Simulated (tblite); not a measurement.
Record of a relaxation.

Species: C6H10OSe.
Numbering: `[CH2:1]=[CH:2][C@@H:3]1[CH2:4][Se:5][C@H:6]1[O:7][CH3:8]` (hydrogens: H9, H10 on C1; H11 on C2; H12 on C3; H13, H14 on C4; H15 on C6; H16, H17, H18 on C8)

Computed with GFN2-xTB (tblite), gas phase: L-BFGS steps from a force-field or distance-geometry start until the largest atomic force falls under 0.01 eV/Å. 6 of its 127 geometries are shown.

Step 0: E = -683.2751 eV, largest atomic force 3.692 eV/Å
```
atom  x, y, z in Å  |  force x, y, z in eV/Å
C1     -2.100    1.478   -0.687    0.029  -0.120   0.015
C2     -1.572    0.523    0.069   -0.280   0.585  -0.099
C3     -0.580   -0.472   -0.471   -1.952   1.959  -2.446
C4     -1.077   -1.912   -0.469   -0.381  -0.177   0.821
Se5     0.473   -2.341    0.607    0.950  -1.849   1.107
C6      0.766   -0.465    0.181    0.391   0.166   0.401
O7      1.804   -0.232   -0.727   -0.542  -0.405   0.074
C8      2.712    0.744   -0.310    0.419  -0.311  -0.046
H9     -2.811    2.197   -0.297    0.153  -0.167  -0.077
H10    -1.853    1.571   -1.738   -0.041   0.033   0.176
H11    -1.892    0.510    1.113    0.412  -0.425  -0.212
H12    -0.449   -0.204   -1.559    0.097   0.120   0.735
H13    -2.061   -2.069    0.068    1.025   0.031  -0.725
H14    -1.007   -2.390   -1.453   -0.381   0.048   0.366
H15     0.840    0.179    1.086    0.029  -0.314  -0.426
H16     3.466    0.816   -1.119   -0.336   0.055   0.532
H17     3.182    0.392    0.638   -0.072   0.619  -0.448
H18     2.151    1.680   -0.208    0.481   0.153   0.252
```

Step 25: E = -683.7883 eV, largest atomic force 0.131 eV/Å
```
atom  x, y, z in Å  |  force x, y, z in eV/Å
C1     -2.151    1.529   -0.692   -0.005   0.025   0.030
C2     -1.591    0.522   -0.046   -0.029   0.002  -0.036
C3     -0.637   -0.463   -0.637   -0.010   0.054   0.037
C4     -1.054   -1.924   -0.401    0.002   0.089  -0.065
Se5     0.554   -2.389    0.654    0.068   0.034  -0.015
C6      0.721   -0.437    0.095   -0.029   0.057  -0.009
O7      1.775   -0.162   -0.741   -0.035   0.028  -0.026
C8      2.755    0.733   -0.263   -0.026  -0.031  -0.003
H9     -2.820    2.208   -0.187   -0.010  -0.002  -0.050
H10    -1.974    1.730   -1.738    0.044  -0.076   0.097
H11    -1.810    0.360    1.006    0.034   0.017  -0.100
H12    -0.454   -0.249   -1.694   -0.109  -0.025   0.033
H13    -1.970   -2.041    0.178    0.062   0.018  -0.004
H14    -1.120   -2.503   -1.320    0.017  -0.077   0.039
H15     0.721    0.197    0.987    0.010  -0.024   0.046
H16     3.509    0.780   -1.047    0.023   0.019   0.066
H17     3.212    0.388    0.671   -0.015  -0.067  -0.033
H18     2.328    1.730   -0.103    0.007  -0.042  -0.006
```

Step 50: E = -683.8867 eV, largest atomic force 0.121 eV/Å
```
atom  x, y, z in Å  |  force x, y, z in eV/Å
C1     -2.205    1.543   -0.744    0.028   0.079  -0.026
C2     -1.723    0.498   -0.096   -0.009   0.054   0.024
C3     -0.723   -0.457   -0.660   -0.034   0.039   0.006
C4     -0.930   -1.936   -0.318   -0.037   0.009   0.026
Se5     0.870   -2.202    0.464   -0.011  -0.026  -0.013
C6      0.646   -0.225   -0.006    0.051  -0.066  -0.002
O7      1.590    0.254   -0.865    0.048   0.062   0.022
C8      2.784    0.642   -0.220    0.002  -0.004   0.005
H9     -2.852    2.267   -0.276   -0.039  -0.114   0.004
H10    -1.952    1.742   -1.773    0.016  -0.045   0.009
H11    -1.976    0.332    0.945   -0.031  -0.024  -0.034
H12    -0.623   -0.315   -1.737    0.029   0.037  -0.010
H13    -1.689   -2.125    0.439   -0.062   0.065   0.022
H14    -1.112   -2.570   -1.183    0.054  -0.044   0.026
H15     0.600    0.344    0.932   -0.021  -0.013  -0.007
H16     3.565    0.689   -0.977   -0.060   0.058  -0.001
H17     3.065   -0.098    0.541    0.013   0.007  -0.051
H18     2.654    1.622    0.257    0.063  -0.074   0.001
```

Step 76: E = -683.9363 eV, largest atomic force 0.058 eV/Å
```
atom  x, y, z in Å  |  force x, y, z in eV/Å
C1     -2.279    1.518   -0.825    0.012   0.029  -0.017
C2     -1.793    0.505   -0.132   -0.006   0.012   0.003
C3     -0.709   -0.401   -0.616   -0.012  -0.010  -0.006
C4     -0.906   -1.874   -0.245    0.025  -0.018   0.005
Se5     0.946   -2.146    0.396    0.006  -0.006   0.004
C6      0.656   -0.153    0.046    0.007  -0.029   0.011
O7      1.564    0.409   -0.802   -0.009  -0.013  -0.012
C8      2.843    0.579   -0.238   -0.014   0.008   0.012
H9     -3.056    2.158   -0.437    0.044  -0.034  -0.017
H10    -1.909    1.755   -1.809   -0.031  -0.001   0.014
H11    -2.173    0.283    0.858    0.036   0.024   0.006
H12    -0.563   -0.278   -1.690   -0.025  -0.012  -0.035
H13    -1.603   -2.029    0.577   -0.014   0.027   0.016
H14    -1.162   -2.532   -1.072    0.015   0.002  -0.018
H15     0.603    0.355    1.018    0.006  -0.006   0.020
H16     3.506    0.898   -1.039   -0.021   0.023  -0.006
H17     3.204   -0.373    0.179   -0.033  -0.003  -0.019
H18     2.823    1.331    0.557    0.016   0.007   0.037
```

Step 101: E = -683.9476 eV, largest atomic force 0.027 eV/Å
```
atom  x, y, z in Å  |  force x, y, z in eV/Å
C1     -2.276    1.505   -0.867    0.002   0.012  -0.010
C2     -1.760    0.533   -0.138   -0.020   0.004  -0.001
C3     -0.709   -0.410   -0.618   -0.005   0.004   0.007
C4     -0.916   -1.877   -0.226    0.006   0.002  -0.001
Se5     0.958   -2.167    0.343   -0.001  -0.011  -0.012
C6      0.654   -0.169    0.043    0.007  -0.008  -0.004
O7      1.547    0.445   -0.781    0.001   0.010  -0.004
C8      2.829    0.589   -0.222    0.027   0.004   0.003
H9     -3.010    2.187   -0.474   -0.008  -0.017  -0.003
H10    -1.976    1.661   -1.890   -0.003   0.003  -0.003
H11    -2.069    0.393    0.891    0.007   0.008   0.003
H12    -0.571   -0.307   -1.697   -0.002  -0.009   0.005
H13    -1.586   -2.006    0.624    0.008   0.003   0.006
H14    -1.210   -2.540   -1.037   -0.010   0.013   0.006
H15     0.595    0.303    1.034   -0.001  -0.026   0.001
H16     3.445    1.087   -0.968    0.004  -0.007   0.010
H17     3.249   -0.402    0.007   -0.007   0.015   0.009
H18     2.798    1.182    0.699   -0.004   0.000  -0.013
```

Step 126: E = -683.9548 eV, largest atomic force 0.009 eV/Å
```
atom  x, y, z in Å  |  force x, y, z in eV/Å
C1     -2.297    1.483   -0.909   -0.003  -0.002   0.002
C2     -1.731    0.569   -0.144   -0.001  -0.006  -0.003
C3     -0.703   -0.403   -0.618    0.002  -0.003   0.001
C4     -0.936   -1.862   -0.213    0.001   0.004   0.000
Se5     0.976   -2.232    0.143   -0.003   0.005  -0.004
C6      0.674   -0.209    0.023    0.005  -0.005  -0.001
O7      1.550    0.485   -0.752    0.004   0.003  -0.001
C8      2.831    0.616   -0.184   -0.001   0.002   0.001
H9     -3.025    2.177   -0.525   -0.003   0.002   0.000
H10    -2.052    1.575   -1.954   -0.003  -0.001  -0.004
H11    -1.986    0.495    0.906    0.003  -0.002   0.002
H12    -0.573   -0.321   -1.699   -0.003  -0.001   0.004
H13    -1.501   -1.962    0.714   -0.004  -0.001  -0.002
H14    -1.361   -2.504   -0.982    0.003   0.008   0.003
H15     0.633    0.156    1.059   -0.001   0.005   0.001
H16     3.442    1.156   -0.903    0.000  -0.002  -0.001
H17     3.261   -0.379    0.000    0.000  -0.003   0.002
H18     2.789    1.166    0.762    0.002  -0.003   0.001
```

Problem. Summarise the path.

Solution. The energy falls by 15.67 kcal/mol from step 0 to step 126; nine tenths of that is first reached at step 51. It falls at every step. The largest force goes from 3.692 to 0.009 eV/Å. Among the bonds Se5–C6 changes most, from 1.946 to 2.048 Å; the atoms move by 0.563 Å rms after alignment.

Problem. Follow the three bonds and two angles with the largest change from start to end.

Solution. 
| step | E above end (kcal/mol) | largest force (eV/Å) | Se5–C6 (Å) | C4–Se5 (Å) | C4–H13 (Å) | C4–C3–C6 (°) | C3–C4–Se5 (°) |
| --- | --- | --- | --- | --- | --- | --- | --- |
| 0 | 15.67 | 3.692 | 1.946 | 1.935 | 1.132 | 107.3 | 87.1 |
| 5 | 5.66 | 0.269 | 2.041 | 1.991 | 1.088 | 100.6 | 94.8 |
| 11 | 4.78 | 0.147 | 2.024 | 1.983 | 1.089 | 99.8 | 94.9 |
| 16 | 4.33 | 0.186 | 2.029 | 1.975 | 1.089 | 99.9 | 95.1 |
| 22 | 4.00 | 0.108 | 2.038 | 1.987 | 1.090 | 100.6 | 94.8 |
| 27 | 3.68 | 0.205 | 2.035 | 1.975 | 1.090 | 100.3 | 95.0 |
| 33 | 3.14 | 0.155 | 2.049 | 1.981 | 1.090 | 100.7 | 95.1 |
| 38 | 2.70 | 0.148 | 2.041 | 1.987 | 1.090 | 99.8 | 95.5 |
| 44 | 2.01 | 0.136 | 2.042 | 1.974 | 1.090 | 99.5 | 95.7 |
| 49 | 1.64 | 0.120 | 2.044 | 1.986 | 1.089 | 99.9 | 95.3 |
| 55 | 1.22 | 0.116 | 2.045 | 1.982 | 1.089 | 99.6 | 95.4 |
| 60 | 1.00 | 0.104 | 2.046 | 1.978 | 1.089 | 99.7 | 95.4 |
| 66 | 0.68 | 0.125 | 2.047 | 1.982 | 1.089 | 100.0 | 95.1 |
| 71 | 0.52 | 0.077 | 2.045 | 1.978 | 1.090 | 99.6 | 95.2 |
| 77 | 0.41 | 0.044 | 2.042 | 1.978 | 1.089 | 99.4 | 95.2 |
| 82 | 0.37 | 0.039 | 2.047 | 1.979 | 1.090 | 99.3 | 95.4 |
| 88 | 0.28 | 0.062 | 2.042 | 1.978 | 1.089 | 98.9 | 95.4 |
| 93 | 0.23 | 0.049 | 2.044 | 1.980 | 1.089 | 99.3 | 95.1 |
| 99 | 0.17 | 0.044 | 2.044 | 1.980 | 1.090 | 99.2 | 95.0 |
| 104 | 0.15 | 0.033 | 2.044 | 1.980 | 1.090 | 99.1 | 95.0 |
| 110 | 0.09 | 0.057 | 2.047 | 1.980 | 1.090 | 98.9 | 94.8 |
| 115 | 0.03 | 0.051 | 2.048 | 1.981 | 1.091 | 98.7 | 94.6 |
| 121 | 0.01 | 0.022 | 2.047 | 1.980 | 1.090 | 98.5 | 94.4 |
| 126 | 0.00 | 0.009 | 2.048 | 1.980 | 1.090 | 98.4 | 94.5 |

Run on one thread of an x86-64 server (shared host).
